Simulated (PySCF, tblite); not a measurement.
Isomers of C7H11ClO2, one GFN2-xTB conformer each. Single-point energies are computed at PBE0/pcSseg-1 (PySCF, gas phase, no added dispersion term), electronic only.

Question: Rank them by PBE0/pcSseg-1 energy, lowest first (kcal/mol).
A. `[CH3:1][CH2:2][C@@:3]1([C:4](=[O:5])[Cl:6])[CH2:7][C@@H:8]1[O:9][CH3:10]` with C1–C2–C3–C4 -70°, C2–C3–C4–O5 161°, C7–C8–O9–C10 -152°
B. `[CH2:1]=[CH:2][C@@:3]([CH3:4])([CH2:5][O:6][CH3:7])[C:8](=[O:9])[Cl:10]` with C1–C2–C3–C4 4°, C2–C3–C5–O6 -62°, C3–C5–O6–C7 180°, C2–C3–C8–O9 -118°
C. `[CH3:1][O:2][C@:3]1([C:4](=[O:5])[Cl:6])[CH2:7][C:8]1([CH3:9])[CH3:10]` with C1–O2–C3–C4 77°, O2–C3–C4–O5 -165°

Answer: C (0.0), A (2.1), B (6.2).

As drawn, the lowest has a three-membered ring, which the highest lacks; the highest has a C=C bond outside aromatic rings, which the lowest lacks. Neighbours under 2.5 kcal/mol apart (CO[C@]1(C(=O)Cl)CC1(C)C and CC[C@@]1(C(=O)Cl)C[C@@H]1OC) can change places with a better method, another conformer or zero-point energy. GFN2-xTB itself gives, in the same order: 0.0, 1.8, 13.8. Both levels put the same isomer lowest; measured from each level's own lowest isomer, the values differ by up to 7.6 kcal/mol (C=C[C@@](C)(COC)C(=O)Cl: 13.8 against 6.2).

Q: Which frontier levels, dipoles and rotational constants go with these structures?

A: 
```json
{"SMILES": "CO[C@]1(C(=O)Cl)CC1(C)C", "HOMO (eV, PBE0/pcSseg-1)": "-7.78", "LUMO (eV)": "-1.08", "dipole (D)": "3.21", "A, B, C (MHz)": "1519, 998.8, 764.2"}
{"SMILES": "CC[C@@]1(C(=O)Cl)C[C@@H]1OC", "HOMO (eV, PBE0/pcSseg-1)": "-7.60", "LUMO (eV)": "-0.93", "dipole (D)": "3.69", "A, B, C (MHz)": "1403, 992.7, 750.0"}
{"SMILES": "C=C[C@@](C)(COC)C(=O)Cl", "HOMO (eV, PBE0/pcSseg-1)": "-7.64", "LUMO (eV)": "-1.17", "dipole (D)": "2.67", "A, B, C (MHz)": "1847, 738.3, 615.3"}
```

Q: What happens when harmonic zero-point energies from GFN2-xTB frequencies are added?

A: 
| SMILES | ZPE (kcal/mol) | electronic (kcal/mol) | with ZPE (kcal/mol) |
| --- | --- | --- | --- |
| CO[C@]1(C(=O)Cl)CC1(C)C | 104.4 | 0.0 | 0.0 |
| CC[C@@]1(C(=O)Cl)C[C@@H]1OC | 104.9 | 2.1 | 2.6 |
| C=C[C@@](C)(COC)C(=O)Cl | 103.7 | 6.2 | 5.5 |

The zero-point energies span 1.2 kcal/mol. The order is unchanged.

Q: As an exercise, what shares would exp(−E/RT) give at 500 K from these electronic energies alone (no entropy, no degeneracies)?

A: RT = 0.994 kcal/mol: CO[C@]1(C(=O)Cl)CC1(C)C 88.9 %, CC[C@@]1(C(=O)Cl)C[C@@H]1OC 10.9 %, C=C[C@@](C)(COC)C(=O)Cl 0.2 %.
